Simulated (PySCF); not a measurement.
**MLi for M along the chalcogens**

PBE0 with triple-zeta basis sets in PySCF, for the lowest determinant that a PBE0 search found; no spin–orbit coupling. De refers to high-spin ground-configuration atoms. A positive dipole means M(−)Li(+).

```
 M         basis  state (unpaired electrons)  Re (Å)  ωe (cm⁻¹)  De (eV)  μ (D)
 O  x2c-TZVPPall               doublet (π ↑)   1.684        829     3.43   6.44
 S  x2c-TZVPPall               doublet (π ↑)   2.144        589     3.08   6.88
Se  x2c-TZVPPall               doublet (π ↑)   2.271        516     2.85   6.86
```

The shortest bond is that of LiO (1.684 Å), the longest that of LiSe (2.271 Å).

Down a group the atoms grow and get heavier, so bonds lengthen and wavenumbers fall; this series shows no clear exception.

Spin–orbit coupling is left out. States were picked by a PBE0 search and need not be the measured ground states.
